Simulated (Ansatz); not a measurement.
Basis-set extrapolation for `FB1CC1F` (PBE0-D4/def2-TZVP geometry, frozen core, the Gaussian-basis code of Ansatz). Multiplicity 1, RHF reference.

```tsv
	def2-TZVPP	def2-QZVPP
HF	-301.154521	-301.167863
MP2 correlation	-0.913291	-0.989145
CCSD(T) correlation	-0.968404	not run
```

Energies in hartree. Use E(X) = E(∞) + A·exp(−7.88·√X) for Hartree–Fock and E(X) = E(∞) + B·X^(−2.97) for correlation, with X = 3 and 4, and add CCSD(T) minus MP2 of the smaller set to the MP2 limit.

**Question.** What is the CCSD(T) energy at the basis-set limit?

**Answer.** HF limit: -301.167863 + (-0.013342) × 0.13774 = -301.16970. MP2 limit: -0.989145 + (-0.075854) × 0.74074 = -1.04533. Higher-order term: -0.968404 − (-0.913291) = -0.05511. Total: -302.27014 hartree, 386.5 kJ/mol below CCSD(T)/def2-TZVPP.
